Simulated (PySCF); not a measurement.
Species: C5H4FNO2.
Numbering: `[N:1]#[C:2][C@@H:3]1[CH2:4][O:5][C:6]([F:7])=[CH:8][O:9]1`

Cartesian coordinates in Å at the GFN2-xTB level; atoms count from 1:
```xyz
13
C5H4FNO2 angstrom
N     -1.5885    2.3620    0.3338
C     -1.3315    1.3230   -0.0625
C     -0.9661    0.0083   -0.5734
C     -0.6315   -0.9283    0.6107
O      0.4675   -0.4274    1.3347
C      1.4594   -0.0058    0.5079
F      2.6195    0.1492    1.1513
C      1.3404    0.2156   -0.7966
O      0.1369    0.0945   -1.4531
H     -1.8014   -0.3924   -1.1599
H     -1.4634   -0.9946    1.3133
H     -0.3986   -1.9222    0.2065
H      2.1529    0.5187   -1.4303
```

Definitions: NICS(0) = −σiso at the ring centroid; NICS(1) = −σiso and NICS(1)zz = −σzz at ±1 Å along the ring normal z. Level: GIAO PBE0/pcSseg-1 (PySCF, non-relativistic, gas phase) on the GFN2-xTB geometry, one conformer.

Ring bond lengths (Å), with Mayer bond orders in brackets: C3–C4 1.546 (0.99), C4–O5 1.408 (0.89), O5–C6 1.358 (1.03), C6–C8 1.329 (1.76), C8–O9 1.376 (0.95), O9–C3 1.414 (0.92).

Q: What do the NICS probes read (ppm)?

A: 
| ring | type | NICS(0) | NICS(1), two faces | NICS(1)zz, two faces | rms pucker (Å) | centre to ring atoms, mean (Å) |
| --- | --- | --- | --- | --- | --- | --- |
| C3–C4–O5–C6–C8–O9 | 6-membered ring with 2 O; formal bonds 1 double, 5 single | -4.5 | -2.5 / -2.5 | -3.0 / -2.2 | 0.19 | 1.37 |

Q: What do they say, and how far can they be read as aromaticity?

A: 
- C3–C4–O5–C6–C8–O9: mean NICS(1)zz -2.6 ppm, near zero. C3, C4 have four or more neighbours, so the value isn't read as a sign of a π ring current.

Q: What field does 1 T along the ring normal induce along that normal at the second NICS(1) probe listed for ring C3–C4–O5–C6–C8–O9, 1 Å off the ring?

A: NICSzz × B0 = -2.2 ppm × 1 T = -2 μT, against the applied field.

Q: List the ring angles and the Hirshfeld charges of the ring atoms.

A: 
- C3–C4–O5–C6–C8–O9: C3 110.2° (+0.066 e), C4 110.3° (+0.014 e), O5 111.6° (-0.114 e), C6 125.7° (+0.122 e), C8 122.1° (-0.041 e), O9 113.0° (-0.114 e); sum 692.9° against 720° for a flat convex ring.

Q: How shielded are the nuclei of the rings and their hydrogens (means over atoms taken as equivalent)?

A: 
```json
{"atoms": "C3", "environment": "sp3 carbon bound to oxygen", "σ isotropic (ppm)": "125.7", "principal values of the symmetric part, first atom (ppm)": "103.1, 123.3, 150.8"}
{"atoms": "C4", "environment": "sp3 carbon bound to oxygen", "σ isotropic (ppm)": "117.0", "principal values of the symmetric part, first atom (ppm)": "96.7, 110.6, 143.6"}
{"atoms": "O5", "environment": "cyclic ether oxygen", "σ isotropic (ppm)": "223.3", "principal values of the symmetric part, first atom (ppm)": "140.1, 246.6, 283.3"}
{"atoms": "C6", "environment": "vinylic C–F carbon", "σ isotropic (ppm)": "21.9", "principal values of the symmetric part, first atom (ppm)": "-53.6, 43.9, 75.4"}
{"atoms": "C8", "environment": "vinylic carbon bearing oxygen", "σ isotropic (ppm)": "73.2", "principal values of the symmetric part, first atom (ppm)": "15.6, 82.6, 121.4"}
{"atoms": "O9", "environment": "cyclic ether oxygen", "σ isotropic (ppm)": "263.6", "principal values of the symmetric part, first atom (ppm)": "211.1, 265.9, 313.6"}
{"atoms": "H10", "environment": "methine hydrogen", "σ isotropic (ppm)": "27.14", "principal values of the symmetric part, first atom (ppm)": "23.2, 26.0, 32.2"}
{"atoms": "H11", "environment": "methylene hydrogen", "σ isotropic (ppm)": "27.17", "principal values of the symmetric part, first atom (ppm)": "23.5, 26.1, 32.0"}
{"atoms": "H12", "environment": "methylene hydrogen", "σ isotropic (ppm)": "27.47", "principal values of the symmetric part, first atom (ppm)": "22.9, 26.2, 33.2"}
{"atoms": "H13", "environment": "vinylic hydrogen", "σ isotropic (ppm)": "25.26", "principal values of the symmetric part, first atom (ppm)": "22.2, 25.8, 27.8"}
```
